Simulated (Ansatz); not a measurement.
Computed with Ansatz on PBE0-D4/def2-TZVP structures; ΔE is electronic, products minus reactants. CCSD(T)/CBS adds triple-zeta CCSD(T) − MP2 to the extrapolated MP2 energy (def2 sets, frozen cores). This one scheme is used for every species. One conformer a species, not always the lowest.

Consider the ligand exchange at the Si–N bond: `N[SiH](O)S` + H–F → `O[SiH](F)S` + NH₃.

| species | CCSD/CBS(def2) energy (Eh) |
| --- | --- |
| `N[SiH](O)S` | -819.82762 |
| H–F | -100.38944 |
| `O[SiH](F)S` | -863.74920 |
| NH₃ | -56.50119 |

Q: Work out ΔE.

A: ΔE = (-863.74920) + (-56.50119) − (-819.82762) − (-100.38944) = -0.03333 Eh = -20.9 kcal/mol. CCSD(T)/CBS gives -20.6 kcal/mol.

Largest T1 diagnostic among the species: 0.012.

In def2-TZVPP, CCSD(T) changes the Hartree–Fock value by +2.9 kcal/mol (the triples alone add +0.4 kcal/mol) and MP2 by +3.5 kcal/mol. At CCSD(T), def2-SVP lies −0.7 kcal/mol from the extrapolated value and def2-TZVPP −0.3 kcal/mol.
